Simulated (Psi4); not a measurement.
Pair of molecules, SMILES CO with SMILES CCC (the first has 6 atoms); geometry from B3LYP-D3(BJ)/def2-TZVP.
(charge 0, multiplicity 1):
```xyz
17

C      0.4843     0.2433    -0.2798
O     -0.5138    -0.5181     0.3832
H      0.7516     1.1470     0.2786
H      0.0681     0.5428    -1.2407
H      1.3934    -0.3402    -0.4639
H     -0.1745    -0.7962     1.2398
C     -0.3021    -1.2733     3.8610
C     -0.0233     0.0919     4.4845
C      0.3372     1.1537     3.4487
H     -0.5340    -2.0244     4.6180
H     -1.1536    -1.2264     3.1770
H      0.5674    -1.6349     3.3027
H      0.7890     0.0006     5.2113
H     -0.9023     0.4170     5.0482
H      0.5186     2.1234     3.9154
H      1.2442     0.8765     2.9040
H     -0.4645     1.2787     2.7172
```

Calculation: SAPT0/jun-cc-pV(D+d)Z in Psi4.

Which attractive term is largest, and how does the interaction split up?

electrostatics -55.9, exchange 123.4, induction -22.7, dispersion -82.6, total -37.9 meV; the largest attraction is dispersion.
